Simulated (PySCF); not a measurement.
# Assigning NMR signals

Geometry (Å), atoms numbered from 1 in this order:
```xyz
20

C     1.5915   -1.2958    0.6481
C     1.8096   -0.1472    0.0228
C     3.1575    0.1879   -0.5359
Si    0.4603    1.1601   -0.2066
Si   -1.6248    0.3009    0.4165
Si   -2.3488   -1.7061   -0.5372
P    -3.2549    1.8086    0.0485
H     0.6274   -1.5524    1.0582
H     2.3701   -2.0331    0.7817
H     3.5328    1.1031   -0.0810
H     3.8751   -0.6116   -0.3614
H     3.0828    0.3649   -1.6075
H     0.4874    1.5704   -1.6245
H     0.8920    2.3642    0.5291
H    -1.6885    0.2007    1.8927
H    -3.3583   -1.5167   -1.5817
H    -1.2124   -2.3927   -1.1590
H    -2.9144   -2.6410    0.4379
H    -3.0019    1.9293   -1.3031
H    -2.4876    2.9172    0.3398
```

[PySCF 2.14.0 with density-fitted response routines: GIAO PBE0/pcSseg-1 shieldings; geometry: GFN2-xTB; relativity neglected; in vacuum; one averaged value for each set of equivalent atoms; one conformer]

References, each an isolated molecule treated in the same way: TMS for 13C and 1H.

Problem. Assign these signals to the numbered atoms. 13C{1H} NMR (computed): δ 150.9 (C), 137.7 (CH2), 29.2 (CH3).

Solution. 
150.9 → C2, fully substituted alkene carbon: an sp2 carbon of a C=C bond
137.7 → C1, terminal =CH2 carbon: the olefinic region
29.2 → C3, allylic methyl carbon: a saturated carbon with 1 carbon neighbour and no heteroatom attached

Problem. Assign these signals to the numbered atoms. 1H NMR (500 MHz, computed): δ 6.05 (br s, 1H), 5.32 (br s, 1H), 4.42 (m, 1H), 4.19 (m, 1H), 3.94 (m, 1H), 3.59 (m, 3H), 2.08 (s, 3H), 0.95 (m, 2H).

Solution. 
6.05 → H9, hydrogen on a terminal =CH2 carbon: olefinic region
5.32 → H8, hydrogen on a terminal =CH2 carbon
4.42 → H14, hydrogen on a silicon bonded to C, Si
4.19 → H13, hydrogen on a silicon bonded to C, Si
3.94 → H15, hydrogen on a silicon bonded to P, 2 Si
3.59 → H16/H17/H18, hydrogen on a silicon bonded to Si
2.08 → H10/H11/H12, hydrogen on an allylic methyl carbon: allylic position
0.95 → H19/H20, hydrogen on a phosphorus bonded to Si

Splittings by 31P in the carbon and heteronuclear signals aren't shown, as no couplings were computed. Shifts are as computed. Against solution values, carbons near 30 ppm lie about +3 ppm off and those near 130 ppm about +5 ppm. Of 1211 compounds with measured shifts, 218 miss one by over three times the rms of a fit or turn the order of signals round; such compounds aren't used in these exercises. No couplings were computed; multiplicities are counted from neighbouring protons, with m where these are inequivalent, close in shift, in a saturated or five-membered ring or joined by F or P, and br s for small geminal =CH2 splittings.
